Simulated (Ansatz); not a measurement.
Relaxation of the cluster CoCl2 with UKS PBE0-D4/def2-TZVP.

```sh
$ ansatz run in.yaml --threads 4 --pin off --events-out ev --progress --plain --max-ram 3916MiB
```

```yaml
crystal:
  periodic: [false, false, false]
  atoms:
    - {symbol: Co, position_ang: [0.077200, -0.311130, -0.193610]}
    - {symbol: Cl, position_ang: [-1.686720, 0.240160, -0.696200]}
    - {symbol: Cl, position_ang: [1.609510, 0.070970, 0.889810]}
basis:
  gaussian: {orbitals: def2-TZVP}
magnetization: {spin_polarized: true, initial_magnetization: 1}
hamiltonian: {xc: pbe0, dispersion: d4}
scf: {lower_state_search: "off"}
output: {orbitals: {seedname: orbitals}}
relax: {f_tol: 0.02, max_steps: 100}
```

It took 17 s on 4 threads of Arm Neoverse V1 on a shared host.

Positions (Å) and forces (eV/Å) at steps 1, 2, 3, 4, 5 of 5:

```xyz
3
step=1 energy=-62660.0881 eV
Co    0.077   -0.311   -0.194    0.491   -1.619   -0.961
Cl   -1.687    0.240   -0.696   -3.504    0.990   -1.078
Cl    1.610    0.071    0.890    3.013    0.630    2.039
3
step=2 energy=-62660.6340 eV
Co    0.075   -0.298   -0.185   -0.016   -0.026   -0.028
Cl   -1.816    0.240   -0.763   -0.516    0.037   -0.240
Cl    1.741    0.057    0.948    0.532   -0.011    0.268
3
step=3 energy=-62660.6885 eV
Co    0.054   -0.215   -0.133   -0.076    0.210    0.118
Cl   -1.879    0.202   -0.824    0.203   -0.115    0.019
Cl    1.825    0.012    0.958   -0.126   -0.094   -0.137
3
step=4 energy=-62660.7234 eV
Co    0.012   -0.048   -0.030   -0.011    0.029    0.016
Cl   -1.874    0.120   -0.884   -0.038   -0.012   -0.029
Cl    1.862   -0.072    0.914    0.049   -0.017    0.013
3
step=5 energy=-62660.7252 eV
Co    0.002   -0.007   -0.005   -0.002    0.005    0.003
Cl   -1.874    0.100   -0.899    0.014   -0.003    0.005
Cl    1.872   -0.093    0.903   -0.012   -0.002   -0.008
```

The charge 0 doublet is spin-contaminated (final ⟨S²⟩ up to 1.76, 0.75 for a pure state). The relaxation made no stability test and no search for a lower SCF solution. No other spin state of charge 0 was run. The structure comes from a short search, and lower isomers may exist.
